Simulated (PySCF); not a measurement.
The scaffold BH2-X carries different groups X. Gas-phase values, no solvent. One relaxed conformer stands for each flexible species; it need not be the lowest. Strings in code marks are SMILES.

Calculation: B3LYP-D3(BJ)/def2-TZVP // M06-2X/def2-TZVP (PySCF 2.14.0). All candidates: neutral, multiplicity 1. B3LYP has the VWN-RPA correlation part, as in Gaussian. Excitations are Tamm–Dancoff values on a coarser integration grid. The basis has no diffuse functions, so Rydberg states are missing or too high.

- S1 excitation (TDA): 6.16 eV
- HOMO: -8.20 eV
- LUMO: -1.51 eV

Question: Say which member has these values.
A) `BS`
B) `BC#C`
C) `BO`
D) `BCl`

Answer: A, `BS`. The others give `BC#C`: 3.85 eV, -7.88 eV, -2.58 eV; `BCl`: 4.94 eV, -8.43 eV, -2.05 eV; `BO`: 6.48 eV, -8.69 eV, -0.68 eV
